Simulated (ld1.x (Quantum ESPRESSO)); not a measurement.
## u(r) = r·R(r): atom against pseudo-atom (He (Z = 2))

Columns: radius, all-electron u(r) and pseudo u(r) of the 1s shell (level -15.76 eV) of helium in the configuration 1s2; PBE, non-relativistic, RRKJ scheme, ld1.x (Quantum ESPRESSO) 7.5.

| r (bohr) | all-electron | pseudo |
| --- | --- | --- |
| 0.020 | 0.0924 | 0.0803 |
| 0.040 | 0.1776 | 0.1596 |
| 0.060 | 0.2559 | 0.2368 |
| 0.080 | 0.3277 | 0.3110 |
| 0.100 | 0.3936 | 0.3811 |
| 0.120 | 0.4539 | 0.4465 |
| 0.140 | 0.5090 | 0.5066 |
| 0.160 | 0.5592 | 0.5609 |
| 0.180 | 0.6048 | 0.6094 |
| 0.200 | 0.6462 | 0.6523 |
| 0.220 | 0.6837 | 0.6900 |
| 0.240 | 0.7175 | 0.7231 |
| 0.260 | 0.7478 | 0.7521 |
| 0.280 | 0.7750 | 0.7779 |
| 0.300 | 0.7993 | 0.8008 |
| 0.320 | 0.8207 | 0.8214 |
| 0.340 | 0.8397 | 0.8399 |
| 0.360 | 0.8562 | 0.8563 |
| 0.380 | 0.8706 | 0.8706 |
| 0.400 | 0.8829 | 0.8829 |
| 0.420 | 0.8933 | 0.8933 |
| 0.440 | 0.9020 | 0.9020 |
| 0.460 | 0.9090 | 0.9090 |
| 0.480 | 0.9145 | 0.9145 |
| 0.500 | 0.9186 | 0.9186 |
| 0.520 | 0.9215 | 0.9215 |

Problem. How many radial nodes do the two functions have?

Solution. The all-electron 1s function has n − l − 1 = 0; the pseudo-wave has 0.

Problem. At about which radius was the pseudo-wave matched?

Solution. 0.40 bohr. The columns agree to 0.0005 from 0.34 bohr on; several derivatives are matched, so the curves merge somewhat inside the radius.

Problem. Is the pseudo-wave norm-conserving?

Solution. Yes: the RRKJ scheme keeps the norm inside the radius equal to the all-electron one, which fixes the energy derivative of the logarithmic derivative at the level.
